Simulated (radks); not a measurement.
Zr III, 38 electrons, occupied as [Kr] 4d2.

Calculated with a radial shooting solver on a logarithmic mesh with Libxc functionals: scalar-relativistic Kohn-Sham, PBE, spin-polarised, spherical densities, finite nucleus; open shells are filled with parallel spins first (spin-orbit coupling, left out, can overturn this in heavy ions); Fermi nuclear charge, rms radius 4.2694 fm; hard spherical wall at 3.5 bohr.

Energy parts (hartree):
total: -3597.56914
kinetic: 3700.43664
electron-nucleus: -8648.83089
Hartree: 1464.63777
exchange-correlation: -113.81267

Orbitals (lengths in bohr, moments of r in powers of bohr; <r^-3> diverges for s and p1/2; r(max) is where P^2 peaks):
| orbital | occ. | eigenvalue (hartree) | r(max) | <r^-3> | <1/r> |
|---|---|---|---|---|---|
| 1s down | 1 | -655.4279 | 0.02414 | - | 41.25 |
| 1s up | 1 | -655.4275 | 0.02414 | - | 41.25 |
| 2s up | 1 | -91.14367 | 0.1370 | - | 9.249 |
| 2s down | 1 | -91.13560 | 0.1370 | - | 9.250 |
| 2p up | 3 | -81.31846 | 0.1095 | 2153 | 9.013 |
| 2p down | 3 | -81.31257 | 0.1095 | 2154 | 9.013 |
| 3s up | 1 | -15.26171 | 0.4082 | - | 3.139 |
| 3s down | 1 | -15.25739 | 0.4083 | - | 3.139 |
| 3p up | 3 | -12.06099 | 0.4023 | 346.1 | 2.980 |
| 3p down | 3 | -12.05621 | 0.4024 | 346.0 | 2.980 |
| 3d up | 5 | -6.80815 | 0.3475 | 45.00 | 2.739 |
| 3d down | 5 | -6.80065 | 0.3476 | 44.99 | 2.738 |
| 4s up | 1 | -2.44002 | 1.084 | - | 1.106 |
| 4s down | 1 | -2.38922 | 1.079 | - | 1.115 |
| 4p up | 3 | -1.63584 | 1.188 | 44.45 | 0.9750 |
| 4p down | 3 | -1.57787 | 1.181 | 45.41 | 0.9826 |
| 4d up | 2 | -0.49790 | 1.523 | 3.724 | 0.7498 |
| 4d down | 0 | -0.43204 | 1.511 | 3.781 | 0.7525 |
| 5s up | 0 | -0.09510 | 2.331 | - | 0.6441 |
| 5s down | 0 | -0.04408 | 2.340 | - | 0.6386 |
| 5p up | 0 | 0.29799 | 2.449 | 27.33 | 0.6628 |
| 5p down | 0 | 0.34393 | 2.455 | 26.93 | 0.6582 |
| 4f up | 0 | 0.50041 | 2.094 | 0.2548 | 0.5415 |
| 4f down | 0 | 0.56432 | 2.116 | 0.2546 | 0.5401 |

The highest occupied level is 4d up at -13.549 eV. Spin moment in Bohr magnetons: 2. The electron density at the nucleus is 7.609e+04 e/bohr^3 (large components only).
